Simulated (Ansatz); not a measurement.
`CO[SiH2]S[SiH2]O` + `N[Si](O)(O)O` → `O[SiH2]N[Si](O)(O)O` + `CO[SiH2]S`  (ligand exchange at the Si–S bond)

Program: Ansatz. Geometries: PBE0-D4/def2-TZVP. ΔE: electronic, gas phase. CBS: MP2 limit from def2 TZ/QZ plus the TZ coupled-cluster correction, frozen cores. This one scheme is used for every species. DFT in def2-TZVPP. Each species was taken in one conformer, which may not be the lowest.

`CO[SiH2]S[SiH2]O`:

Cartesian coordinates in Å:
```
C 0.634 -1.732 -1.044
O -0.466 -1.183 -0.337
Si -0.341 -0.735 1.247
S 0.979 0.917 1.475
Si -0.159 2.251 0.230
O -0.400 1.631 -1.266
H 1.039 -2.606 -0.523
H 0.282 -2.043 -2.028
H 1.431 -0.992 -1.166
H 0.221 -1.840 2.063
H -1.724 -0.380 1.633
H 0.636 3.489 0.088
H -1.450 2.515 0.915
H -0.680 0.707 -1.286
```

`N[Si](O)(O)O`:

Cartesian coordinates in Å:
```
N -0.523 -0.305 -1.382
Si 0.012 0.016 0.196
O 0.975 -1.086 0.937
O -1.373 0.106 1.059
O 0.937 1.373 0.178
H -1.338 -0.878 -1.524
H 0.124 -0.379 -2.148
H 1.900 -0.847 1.008
H -1.292 -0.114 1.988
H 0.579 2.115 -0.312
```

`O[SiH2]N[Si](O)(O)O`:

Z-matrix (Å, degrees):
```
Si
N 1 1.732
O 1 1.643 2 112.9
H 1 1.484 2 109.3 3 -122.2
H 1 1.482 2 107.4 3 117.0
Si 2 1.700 1 124.5 3 61.0
H 2 1.008 1 116.9 3 -113.5
H 3 0.961 1 113.3 2 -59.9
O 6 1.645 2 101.7 1 -11.9
O 6 1.633 2 117.1 1 105.1
O 6 1.638 2 112.0 1 -134.9
H 9 0.958 6 115.9 2 147.5
H 10 0.958 6 116.3 2 112.5
H 11 0.958 6 117.0 2 48.5
```

`CO[SiH2]S`:

Cartesian coordinates in Å:
```
C 1.168 1.195 0.152
O 0.401 0.105 0.614
Si -0.930 -0.435 -0.174
S -1.587 -2.256 0.688
H 2.082 1.243 0.745
H 1.442 1.079 -0.903
H 0.627 2.141 0.270
H -0.594 -0.605 -1.614
H -2.078 0.497 -0.029
H -0.531 -2.962 0.250
```

```json
{"level": "PBE", "ΔE (kJ/mol)": "14.9"}
{"level": "MP2/def2-QZVPP", "ΔE (kJ/mol)": "10.9"}
```

Question: What does CCSD(T)/CBS give? (An estimate is asked.)

Answer: Ansatz gave: +7.9 kJ/mol. The listed levels differ from it by 7.0, 3.0 kJ/mol.

Largest T1 diagnostic among the species: 0.012.

From PBE to PBE0 (25 % exact exchange), in def2-TZVPP and without D4, ΔE moves by −3.3 kJ/mol. In def2-TZVPP, CCSD(T) changes the Hartree–Fock value by +15.6 kJ/mol (the triples alone add +3.8 kJ/mol) and MP2 by +20.7 kJ/mol. The D4 term adds +6.3 kJ/mol with B3LYP and +3.3 kJ/mol with PBE0; it sums over pairs of atoms, weighted by their polarisabilities, and B3LYP, whose exchange is more repulsive, gets the larger term.

B3LYP here is the variant with VWN-RPA as its local correlation; programs differ in this.
